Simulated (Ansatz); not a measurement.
Species: C2H6Se, SMILES `CC[SeH]` (C–C–Se–H torsion 63°) with one electron removed (charge 1, multiplicity 2), formula C2H6Se.

Q: How many basis functions does frozen-core CCSD(T)/def2-TZVPP // B3LYP-D3(BJ)/def2-TZVP (Ansatz, an electronic-structure program) use, how many core orbitals are frozen, and how many electrons are correlated?

A: 194 basis functions and 11 frozen orbitals, which leaves 29 correlated electrons (filled d shells below the valence shell are correlated). Core time is of the order of minutes.
